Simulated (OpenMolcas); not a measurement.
An OpenMolcas run meant for Sc I (ANO-L-VDZP, non-relativistic; inactive shells 1s 2s 2p 3s 3p; intended active space 3 electrons in 6 orbitals (3d 4s)). One step of its input:

```
&RASSCF
FileOrb=start.orb
Symmetry=1
Spin=4
nActEl=3 0 0
Inactive=3 6
Ras2=6 0
CIRoot=10 10 1
SDav=20
CIMx=300
Iter=59 100
PrWF=0.3
OrbListing=Nothing
MaxOrb=0
Atom
Thrs=1.0e-2 5.0e-1 5.0e-1
```

The run finished. Its levels beside those of a sound run (CASSCF), in cm⁻¹ above each run's lowest level:

```tsv
Level	This run	Usual run
3d 4s² ²D_3/2	0.0	0.0
3d 4s² ²D_5/2	135	136
3d² 4s ⁴F_3/2	4091	3903
3d² 4s ⁴F_5/2	4137	3950
3d² 4s ⁴F_7/2	4200	4014
3d² 4s ⁴F_9/2	4282	4097
3d² 4s ²F_5/2	11400	11183
3d² 4s ²F_7/2	11532	11317
3d² 4s ⁴P_1/2	12461	12413
3d² 4s ⁴P_3/2	12488	12440
3d² 4s ⁴P_5/2	12530	12482
3d² 4s ²D_3/2	14024	13907
3d² 4s ²D_5/2	14036	13919
3d² 4s ²G_7/2	17474	17387
```

**Question.** Which setting is unsound, and how much does it matter here?

**Answer.** The convergence thresholds are far too loose, so the orbitals stop early. Against the sound run the excited levels shown move by 130 cm-1 on average and by 220 cm-1 at most.

Without dynamic correlation excited terms often stand tens of per cent too high (terms of higher spin than the ground term too low), and those without a measured partner can miss by more than the paired ones. A single d shell beside an s shell can misplace configurations of different d count against each other. Only configurations of the active space appear.
